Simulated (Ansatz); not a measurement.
The cluster Cs₃I₄. The state is a doublet with charge 0. Geometry PBE0-D4/def2-SVP.

```xyz
7

Cs    1.5264    2.2563    1.4822
Cs   -2.7130    1.1339   -2.0865
Cs    1.2823   -1.9731   -0.3634
I     0.8828    1.4253   -2.1060
I    -2.5785   -2.3054   -0.6036
I    -1.8685    0.1130    1.4730
I     3.4685   -0.6500    2.2043
```

In the def2 sets Cs, I take a core potential; there is no spin–orbit coupling. At PBE-D4/def2-SVP, PBE-D4/def2-TZVP the gap within one spin of the charge 0 doublet nearly closes, so an electron or hole may be smeared out by delocalisation error. In the doublet, I5 and I6 lie 3.27 Å apart (atoms count from 1), so these atoms are partly bonded to each other. The structure comes from a short search, and lower isomers may exist.

(1) Estimate the α-spin orbital energies around the gap (eV) in Ansatz with PBE-D4/def2-SVP, PBE-D4/def2-TZVP, r2SCANh-D4/def2-TZVP, PBE0-D4/def2-SVP, PBE0-D4/def2-TZVP.

## Answers

(1) 
| orbital | PBE-D4/def2-SVP | PBE-D4/def2-TZVP | r2SCANh-D4/def2-TZVP | PBE0-D4/def2-SVP | PBE0-D4/def2-TZVP |
| --- | --- | --- | --- | --- | --- |
| HOMO−9 | -6.42 | -6.51 | -7.24 | -7.64 | -7.68 |
| HOMO−8 | -5.87 | -5.96 | -6.66 | -7.04 | -7.07 |
| HOMO−7 | -5.82 | -5.91 | -6.61 | -7.00 | -7.03 |
| HOMO−6 | -5.45 | -5.54 | -6.17 | -6.53 | -6.59 |
| HOMO−5 | -5.37 | -5.46 | -6.10 | -6.45 | -6.51 |
| HOMO−4 | -5.25 | -5.35 | -5.99 | -6.34 | -6.40 |
| HOMO−3 | -5.16 | -5.22 | -5.97 | -6.31 | -6.32 |
| HOMO−2 | -4.73 | -4.81 | -5.38 | -5.71 | -5.81 |
| HOMO−1 | -4.70 | -4.78 | -5.36 | -5.69 | -5.79 |
| HOMO | -4.52 | -4.60 | -5.20 | -5.51 | -5.62 |
| LUMO | -1.58 | -1.56 | -0.86 | -1.12 | -1.08 |
| LUMO+1 | -1.07 | -1.05 | -0.37 | -0.63 | -0.60 |
| LUMO+2 | -0.76 | -0.75 | -0.13 | -0.33 | -0.33 |
| LUMO+3 | -0.40 | -0.44 | 0.12 | -0.04 | -0.05 |
| LUMO+4 | -0.32 | -0.38 | 0.18 | 0.06 | 0.00 |
| LUMO+5 | -0.21 | -0.35 | 0.20 | 0.21 | 0.08 |
| β HOMO | -4.51 | -4.60 | -5.20 | -5.51 | -5.62 |
| β LUMO | -4.50 | -4.53 | -4.15 | -3.88 | -3.85 |
